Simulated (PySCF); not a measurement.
# Working out the ionisation energy of Os²⁺

Os²⁺ [Xe] 4f14 5d6 (5D) → Os³⁺ [Xe] 4f14 5d5 (6S). Calculation: PySCF 2.14, in aug-cc-pVTZ-PP with ECP60MDF; a scalar-relativistic core potential. Frozen: 5s2 5p6. Energies in hartree (1 hartree = 27.21139 eV):

```json
{"part": "UHF", "Os²⁺ (lower)": "-89.242363", "Os³⁺ (upper)": "-88.328284"}
{"part": "CCSD correlation", "Os²⁺ (lower)": "-0.106902", "Os³⁺ (upper)": "-0.059017"}
{"part": "(T)", "Os²⁺ (lower)": "-0.003053", "Os³⁺ (upper)": "-0.000597"}
```

**Question.** What does Hartree-Fock give?

**Answer.** (-88.328284) − (-89.242363) = 0.914079 hartree = 24.873 eV.

**Question.** What do CCSD and CCSD(T) give?

**Answer.** The CCSD correlation energies differ by 0.047885 hartree = 1.303 eV and the triples by 0.002456 hartree = 0.067 eV, so CCSD gives 26.176 eV and CCSD(T) 26.243 eV.

Reference: 25 ± 1.6 eV (theoretical estimate listed by NIST; NIST Atomic Spectra Database, ionization energies), between the lowest levels; spin-orbit coupling is absent from the calculation.

What remains against the reference includes basis incompleteness, the frozen core and higher excitations.
